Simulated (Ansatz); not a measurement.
`CC1=CC(C)=[O+][Al-]([OH])([Cl])[O]1` and `CC1=CC(C)=[O+][B-](O)(Cl)O1` differ in one element.

Ansatz, PBE0-D4/def2-TZVP geometries, multiplicity 1. Each molecule was computed in one conformer, which needn't be the lowest.

```
                                          property  `CC1=CC(C)=[O+][Al-]([OH])([Cl])[O]1`
                HOMO energy (PBE0/def2-TZVPP) / eV                                  -7.72
               HOMO energy (B3LYP/def2-TZVPP) / eV                                  -7.52
size of the dipole moment (ωB97M-V/def2-TZVPP) / D                                   7.27
             HOMO energy (ωB97M-V/def2-TZVPP) / eV                                  -9.86
           HOMO–LUMO gap (ωB97M-V/def2-TZVPP) / eV                                   9.68
               LUMO energy (B3LYP/def2-TZVPP) / eV                                  -2.47
```

What does the change do to each property? (An estimate is asked.)

The calculation gave: 
```tsv
property	`CC1=CC(C)=[O+][B-](O)(Cl)O1`	shift
HOMO energy (PBE0/def2-TZVPP) / eV	-7.75	-0.03
HOMO energy (B3LYP/def2-TZVPP) / eV	-7.53	-0.01
size of the dipole moment (ωB97M-V/def2-TZVPP) / D	7.26	-0.01
HOMO energy (ωB97M-V/def2-TZVPP) / eV	-9.91	-0.05
HOMO–LUMO gap (ωB97M-V/def2-TZVPP) / eV	9.72	0.04
LUMO energy (B3LYP/def2-TZVPP) / eV	-2.51	-0.04
```

Dipoles are sizes alone; their direction can turn.

B3LYP here is the variant with VWN-RPA as its local correlation; programs differ in this.
